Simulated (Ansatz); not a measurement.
Program: Ansatz. Geometries: PBE0-D4/def2-TZVP. ΔE: electronic, gas phase. CCSD(T)/CBS adds triple-zeta CCSD(T) − MP2 to the extrapolated MP2 energy (def2 sets, frozen cores). This one scheme is used for every species, atoms too. Functionals use def2-TZVPP. B3LYP here is the variant with VWN-RPA as its local correlation; programs differ in this. HSE06 is defined as in plane-wave codes. No spin–orbit coupling; open shells (•) take unrestricted orbitals. Spin–orbit coupling would lower the free atoms: a little for C, O, S. Elements past krypton have def2 core potentials. Bonds to Cd are less sure, by a few kJ/mol each and by 10 to 20 or more in all where they break to atoms, as the def2 sets lack core-valence functions. Each species was taken in one conformer, which may not be the lowest.

Reaction (atomization): `C[S][Cd][OH]` → C• + Cd (atom) + 4 H• + O• + S•

`C[S][Cd][OH]`:

```xyz
8

C    -1.598    0.414    0.594
S    -0.637   -1.111    0.860
Cd    1.265   -0.757   -0.416
O     2.836   -0.533   -1.585
H    -2.513    0.298    1.176
H    -1.072    1.296    0.955
H    -1.872    0.547   -0.452
H     3.592   -0.155   -1.131
```

```json
{"level": "LDA (SPW92)", "ΔE (kcal/mol)": "686.6", "difference from CCSD(T)/CBS": "94.6"}
{"level": "PBE-D4", "ΔE (kcal/mol)": "602.6", "difference from CCSD(T)/CBS": "10.6"}
{"level": "revPBE-D4", "ΔE (kcal/mol)": "585.6", "difference from CCSD(T)/CBS": "-6.4"}
{"level": "BLYP-D4", "ΔE (kcal/mol)": "584.7", "difference from CCSD(T)/CBS": "-7.3"}
{"level": "r2SCAN-D4", "ΔE (kcal/mol)": "594.5", "difference from CCSD(T)/CBS": "2.5"}
{"level": "B97M-V", "ΔE (kcal/mol)": "589.0", "difference from CCSD(T)/CBS": "-3.0"}
{"level": "PBE0-D4", "ΔE (kcal/mol)": "589.2", "difference from CCSD(T)/CBS": "-2.8"}
{"level": "B3LYP-D4", "ΔE (kcal/mol)": "584.0", "difference from CCSD(T)/CBS": "-8.0"}
{"level": "r2SCANh-D4", "ΔE (kcal/mol)": "589.1", "difference from CCSD(T)/CBS": "-2.9"}
{"level": "r2SCAN0-D4", "ΔE (kcal/mol)": "581.5", "difference from CCSD(T)/CBS": "-10.5"}
{"level": "HSE06-D4", "ΔE (kcal/mol)": "589.7", "difference from CCSD(T)/CBS": "-2.3"}
{"level": "BHLYP-D4", "ΔE (kcal/mol)": "563.7", "difference from CCSD(T)/CBS": "-28.3"}
{"level": "CAM-B3LYP-D4", "ΔE (kcal/mol)": "589.0", "difference from CCSD(T)/CBS": "-3.0"}
{"level": "ωB97M-V", "ΔE (kcal/mol)": "594.4", "difference from CCSD(T)/CBS": "2.4"}
{"level": "PBE", "ΔE (kcal/mol)": "599.0", "difference from CCSD(T)/CBS": "7.0"}
{"level": "revPBE", "ΔE (kcal/mol)": "575.1", "difference from CCSD(T)/CBS": "-16.9"}
{"level": "BLYP", "ΔE (kcal/mol)": "576.7", "difference from CCSD(T)/CBS": "-15.3"}
{"level": "r2SCAN", "ΔE (kcal/mol)": "593.6", "difference from CCSD(T)/CBS": "1.6"}
{"level": "PBE0", "ΔE (kcal/mol)": "586.1", "difference from CCSD(T)/CBS": "-5.9"}
{"level": "B3LYP", "ΔE (kcal/mol)": "578.0", "difference from CCSD(T)/CBS": "-14.0"}
{"level": "r2SCANh", "ΔE (kcal/mol)": "588.1", "difference from CCSD(T)/CBS": "-3.9"}
{"level": "r2SCAN0", "ΔE (kcal/mol)": "580.4", "difference from CCSD(T)/CBS": "-11.6"}
{"level": "BHLYP", "ΔE (kcal/mol)": "558.7", "difference from CCSD(T)/CBS": "-33.3"}
{"level": "CAM-B3LYP", "ΔE (kcal/mol)": "585.8", "difference from CCSD(T)/CBS": "-6.2"}
{"level": "LC-ωPBE", "ΔE (kcal/mol)": "592.8", "difference from CCSD(T)/CBS": "0.8"}
{"level": "HF/def2-SVP", "ΔE (kcal/mol)": "402.5", "difference from CCSD(T)/CBS": "-189.5"}
{"level": "MP2/def2-SVP", "ΔE (kcal/mol)": "555.6", "difference from CCSD(T)/CBS": "-36.4"}
{"level": "CCSD/def2-SVP", "ΔE (kcal/mol)": "540.1", "difference from CCSD(T)/CBS": "-51.9"}
{"level": "CCSD(T)/def2-SVP", "ΔE (kcal/mol)": "547.1", "difference from CCSD(T)/CBS": "-44.9"}
{"level": "HF/def2-TZVPP", "ΔE (kcal/mol)": "405.1", "difference from CCSD(T)/CBS": "-186.9"}
{"level": "MP2/def2-TZVPP", "ΔE (kcal/mol)": "582.3", "difference from CCSD(T)/CBS": "-9.7"}
{"level": "SCS-MP2/def2-TZVPP", "ΔE (kcal/mol)": "577.2", "difference from CCSD(T)/CBS": "-14.8"}
{"level": "CCSD/def2-TZVPP", "ΔE (kcal/mol)": "559.8", "difference from CCSD(T)/CBS": "-32.2"}
{"level": "CCSD(T)/def2-TZVPP", "ΔE (kcal/mol)": "570.8", "difference from CCSD(T)/CBS": "-21.2"}
{"level": "HF/def2-QZVPP", "ΔE (kcal/mol)": "407.9", "difference from CCSD(T)/CBS": "-184.1"}
{"level": "MP2/def2-QZVPP", "ΔE (kcal/mol)": "595.4", "difference from CCSD(T)/CBS": "3.4"}
{"level": "SCS-MP2/def2-QZVPP", "ΔE (kcal/mol)": "591.2", "difference from CCSD(T)/CBS": "-0.8"}
{"level": "HF/CBS(def2)", "ΔE (kcal/mol)": "408.3", "difference from CCSD(T)/CBS": "-183.7"}
{"level": "MP2/CBS(def2)", "ΔE (kcal/mol)": "603.5", "difference from CCSD(T)/CBS": "11.5"}
{"level": "CCSD/CBS(def2)", "ΔE (kcal/mol)": "581.1", "difference from CCSD(T)/CBS": "-10.9"}
{"level": "CCSD(T)/CBS", "ΔE (kcal/mol)": "592.0", "difference from CCSD(T)/CBS": "0"}
```

Largest T1 diagnostic among the species: 0.015.

From BLYP to BHLYP (50 % exact exchange), in def2-TZVPP and without D4, ΔE moves by −18.0 kcal/mol: exact exchange takes away binding that semilocal exchange gives to molecules. Leaving LDA and LC-ωPBE aside and taking each functional with its dispersion term where it has one, the values spread over 38.9 kcal/mol, from BHLYP-D4 to PBE-D4. LDA lies +87.7 kcal/mol from PBE without D4, its usual overbinding. The D4 term adds +6.0 kcal/mol with B3LYP and +3.1 kcal/mol with PBE0; it sums over pairs of atoms, weighted by their polarisabilities, and B3LYP, whose exchange is more repulsive, gets the larger term.

For atomizations the MP2-based limit and the directly extrapolated one differ by several kJ/mol either way, and by 10 to 25 for some Ge, Se and Sn compounds, so smaller differences from it don't rank the levels.
